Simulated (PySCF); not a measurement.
C6H10N2Si.
Numbering: `[SiH3:1][c:2]1[cH:3][cH:4][n:5][n:6]1[CH:7]1[CH2:8][CH2:9]1`

Cartesian coordinates in Å at the GFN2-xTB level; atoms count from 1:
```xyz
19
C6H10N2Si angstrom
Si    -2.0954   -1.5726    0.0201
C     -1.3021    0.0995   -0.2324
C     -1.8789    1.2829   -0.6730
C     -0.8417    2.2139   -0.7054
N      0.2930    1.6587   -0.3153
N      0.0067    0.3949   -0.0329
C      1.0253   -0.4894    0.4074
C      2.3593   -0.4571   -0.2835
C      2.2219    0.0830    1.1070
H     -1.4516   -2.5548   -0.8594
H     -1.9238   -1.9949    1.4155
H     -3.5144   -1.4508   -0.3017
H     -2.9076    1.4352   -0.9293
H     -0.8665    3.2472   -0.9907
H      0.6244   -1.4406    0.7324
H      2.4738    0.2588   -1.0823
H      2.8793   -1.3901   -0.4366
H      2.2414    1.1552    1.2223
H      2.6471   -0.4699    1.9302
```

NICS is the negative of the GIAO shielding at a point without a nucleus: at the ring centre (0) and 1 Å above and below it (1); zz is the component along the ring normal. Level: GIAO PBE0/pcSseg-1 (PySCF, non-relativistic, gas phase) on the GFN2-xTB geometry, one conformer.

Ring bond lengths (Å), with Mayer bond orders in brackets: C2–C3 1.388 (1.36), C3–C4 1.394 (1.36), C4–N5 1.322 (1.49), N5–N6 1.326 (1.25), N6–C2 1.357 (1.08); C7–C8 1.503 (0.95), C8–C9 1.498 (0.96), C9–C7 1.500 (0.96).

Question: What do the NICS probes read (ppm)?

Answer: 
```
          ring                                                 type  NICS(0)  NICS(1), two faces  NICS(1)zz, two faces  rms pucker (Å)  centre to ring atoms, mean (Å)
C2–C3–C4–N5–N6  5-membered ring with 2 N; formal bonds all aromatic    -12.7       -12.0 / -12.1         -30.6 / -30.3            0.00                            1.15
      C7–C8–C9       3-membered carbocycle; formal bonds all single    -40.4         -8.4 / -6.0         -23.0 / -20.0            0.00                            0.87
```

Question: What do they say, and how far can they be read as aromaticity?

Answer: 
- C2–C3–C4–N5–N6: mean NICS(1)zz -30.4 ppm, shielded. For a flat ring without four-coordinate atoms the NICS criterion counts such a value as aromatic.
- C7–C8–C9: mean NICS(1)zz -21.5 ppm, shielded. C7, C8, C9 have four or more neighbours, and the NICS criterion for π rings isn't applied. NICS(0) lies 33 ppm below the mean NICS(1).

Question: And the bond-length index? HOMA = 1 − mean of α(R − Ropt)² over the ring bonds, with Krygowski's 1993 parameters (CC: Ropt 1.388 Å, α 257.7 Å⁻²; CN: Ropt 1.334 Å, α 93.52 Å⁻²; NN: Ropt 1.309 Å, α 130.33 Å⁻²).

Answer: 
- C2–C3–C4–N5–N6: HOMA 0.98; the largest term is that of N6–C2, α(R − Ropt)² = 0.05. The geometric and the magnetic index point the same way.

Question: At the second NICS(1) probe listed for ring C7–C8–C9, 1 Å off the ring, what do the in-plane components average?

Answer: The isotropic value is a third of the trace: (3 × -6.0 − (-20.0))/2 = 1.0 ppm.

Question: Give the inner angles of the rings and the Hirshfeld charges of the ring atoms.

Answer: 
- C2–C3–C4–N5–N6: C2 105.2° (-0.076 e), C3 105.5° (-0.102 e), C4 110.6° (-0.033 e), N5 106.1° (-0.124 e), N6 112.6° (+0.049 e); sum 540.0° against 540° for a flat convex ring.
- C7–C8–C9: C7 59.9° (+0.011 e), C8 60.0° (-0.090 e), C9 60.2° (-0.089 e); sum 180.0° against 180° for a flat convex ring.

Question: What are the shieldings of the ring atoms and their hydrogens in the same run (means over atoms taken as equivalent)?

Answer: 
| atoms | environment | σ isotropic (ppm) |
| --- | --- | --- |
| C2 | substituted aromatic carbon | 54.2 |
| C3 | aromatic CH carbon | 65.1 |
| C4 | aromatic CH next to a ring nitrogen | 44.9 |
| N5 | pyridine-type nitrogen | -76.6 |
| N6 | pyrrole-type nitrogen | 17.2 |
| C7 | sp3 carbon bound to nitrogen | 151.8 |
| C8 (×2) | three-membered-ring carbon | 176.2 |
| H13 | aromatic hydrogen | 25.17 |
| H14 | aromatic hydrogen | 24.15 |
| H15 | methine hydrogen | 28.32 |
| H16 (×2) | methylene hydrogen | 30.11 |
| H17 (×2) | methylene hydrogen | 30.78 |
